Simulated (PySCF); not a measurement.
# Electronic structure of Sr²⁵⁺ (strontium, charge +25) at the UHF level

Configuration: [Ne] 3s2 3p1, 2P determinant. Computed with PySCF 2.14 in an uncontracted even-tempered set (16 s from 2.7 bohr⁻², ratio 2.5; 11 p from 3.5 bohr⁻², ratio 2.5; 5 d from 15 bohr⁻², ratio 2.7; 4 f from 23 bohr⁻², ratio 2.7), with no relativity, point nucleus.

* Total energy: -2712.492525 hartree
* One-electron energy: -3102.4256 hartree
* Hartree (Coulomb) energy: 456.6036 hartree
* Exchange energy: -66.6706 hartree
* Kinetic energy: 2712.83102 hartree
* ⟨S²⟩: 0.7520
* ⟨L²⟩: 2.006
* Sum of ⟨r⟩: 2.597 bohr
* Sum of ⟨r²⟩: 0.8542 bohr²
* Traceless quadrupole moment −½Σ⟨3z² − r²⟩ along its main axis: -0.0793 e·bohr²
* Density at the nucleus (Gaussians lack the cusp): 37800 bohr⁻³
* Spin density at the nucleus: 0.510 bohr⁻³

```csv
shell,electrons,mean orbital energy (hartree),spread (hartree),"rms radius, mean of both spins (bohr)"
1s α,1,-627.27209,0,0.0465
1s β,1,-627.16163,0,0.0465
2s α,1,-121.81297,0,0.188
2s β,1,-121.73785,0,0.188
2p α,3,-114.77698,0.12550,0.165
2p β,3,-114.63859,0.16922,0.165
3s α,1,-46.32075,0,0.458
3s β,1,-45.85588,0,0.458
3p α,1,-44.15161,0,0.444
```

A non-relativistic calculation at this Z misses sizeable relativistic shifts. Spin-orbit coupling, absent here, splits the open shell strongly.

Spin-orbit constants ζ (cm⁻¹) from the X2C one-electron operator on these orbitals (non-relativistic here): bare nucleus, nucleus screened by l(l+1)(2l+1)/3 electrons, and screened by the Breit-Pauli mean field of the electrons.

| shell | bare | screened nucleus | mean field |
| --- | --- | --- | --- |
| 2p | 356700 | 338000 | 329600 |
| 3p | 79820 | 75620 | 73700 |

To first order the Landé constant is A = 73700 cm⁻¹, so the lowest level has J = 1/2 and lies 9.14 eV below the centre of the term.
